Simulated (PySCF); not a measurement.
## Working out the excitation energy of F(2+)

F(2+) [He] 2s2 2p3 (4S) → F(2+) [He] 2s1 2p4 (4P). Computed with PySCF 2.14 in x2c-TZVPPall with one added diffuse shell each of s, p, d type (6s4p3d1f, 40 functions), with scalar relativity by spin-free X2C-1e. Frozen: 1s2. Energies in hartree (1 hartree = 27.21139 eV):

```csv
part,F(2+) (lower),F(2+) (upper)
UHF,-97.696831,-97.001266
CCSD correlation,-0.111698,-0.111283
(T),-0.001145,-0.001315
```

Task: What does Hartree-Fock give?

Result: (-97.001266) − (-97.696831) = 0.695565 hartree = 18.927 eV.

Task: What do CCSD and CCSD(T) give?

Result: The CCSD correlation energies differ by 0.000415 hartree = 0.011 eV and the triples by -0.000170 hartree = -0.005 eV, so CCSD gives 18.938 eV and CCSD(T) 18.933 eV.
